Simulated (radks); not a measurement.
Charge is removed step by step from the 4d5/2 level of neutral tellurium, starting from [Kr] 4d(3/2: 4, 5/2: 6) 5s2 5p4. Calculated with a radial shooting solver on a logarithmic mesh with Libxc functionals: Dirac Kohn-Sham, PBE, spin-unpolarised, spherical densities, finite nucleus; open shells fill j = l - 1/2 first; Fermi nuclear charge, rms radius 4.7423 fm.

| removed (e) | E - E(0) (eV) | eigenvalue (eV) | E minus straight line (eV) |
|---|---|---|---|
| 0 | 0.000 | -40.837 | 0.000 |
| 0.1 | 4.156 | -42.289 | -0.686 |
| 0.2 | 8.459 | -43.766 | -1.225 |
| 0.3 | 12.910 | -45.266 | -1.616 |
| 0.4 | 17.513 | -46.789 | -1.855 |
| 0.5 | 22.269 | -48.334 | -1.942 |
| 0.6 | 27.180 | -49.899 | -1.872 |
| 0.7 | 32.249 | -51.484 | -1.645 |
| 0.8 | 37.478 | -53.088 | -1.259 |
| 0.9 | 42.867 | -54.711 | -0.711 |
| 1 | 48.420 | -56.353 | 0.000 |

Removing the whole electron costs 48.420 eV by Delta-SCF, against 40.837 eV from minus the eigenvalue at the starting occupation. Slater's transition state (half an electron removed) gives 48.334 eV. Integrating minus the eigenvalue over the occupation (Janak's theorem) gives 48.420 eV. The mean slope of the eigenvalue, de/dn, is 15.5 eV per electron.
